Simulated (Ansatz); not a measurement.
Ansatz (a program for electronic structure) input for Al(F)(Br)(OMe) (CH3AlBrFO), SMILES C[O][Al]([Br])[F], PBE0/def2-SVPD. Geometry optimised at B3LYP-D3(BJ)/def2-SVP. Other conformers were not sampled.

Ansatz 0.2 input:
```yaml
crystal:
  periodic: [false, false, false]
  atoms:
    - {symbol: Al, position_ang: [0.67923046, 0.51654898, -0.00000000]}
    - {symbol: F, position_ang: [2.33290445, 0.50558689, 0.00000000]}
    - {symbol: Br, position_ang: [-0.42930651, -1.43146085, 0.00000000]}
    - {symbol: O, position_ang: [-0.11275216, 1.99378267, 0.00000000]}
    - {symbol: C, position_ang: [-1.42247732, 2.49223591, 0.00000000]}
    - {symbol: H, position_ang: [-1.59045520, 3.12133751, -0.89139949]}
    - {symbol: H, position_ang: [-1.59045521, 3.12133751, 0.89139950]}
    - {symbol: H, position_ang: [-2.18261682, 1.68935926, -0.00000000]}
basis:
  gaussian:
    orbitals: def2-SVPD
hamiltonian:
  xc: {name: PBE0}
```

Log of the run:

```
WARN ansatz: RAYON_NUM_THREADS=1 ignored (pool sized by the plan → 1); use --threads N
Functional definition: PBE0
integrals: 0.10 GiB planned
1453 factors; their error is unknown
mean field: 0.85 GiB planned
mean field evaluation 1: about -82459.2221 eV, gradient 6.1e1 eV
mean field evaluation 2: about -82443.1573 eV, gradient 1.1e2 eV
mean field evaluation 4: about -82466.0344 eV, gradient 6.2e0 eV
mean field evaluation 8: about -82466.3175 eV, gradient 1.9e-1 eV
mean field evaluation 16: about -82466.3175 eV, gradient 3.5e-5 eV
mean field -82466.31752981 eV, -3030.5812715427 hartree, gradient 3.5e-5 eV, S^2 0.000000; 0 other end points of the search recorded, 0 dependent functions left out
reference -82466.31757017 eV, -3030.5812730262 hartree; 37, 37 occupied and 118, 118 virtual orbitals, 1453 factors
Total energy: -82466.31757017 eV, -3030.5812730262 hartree
```

The run converged.
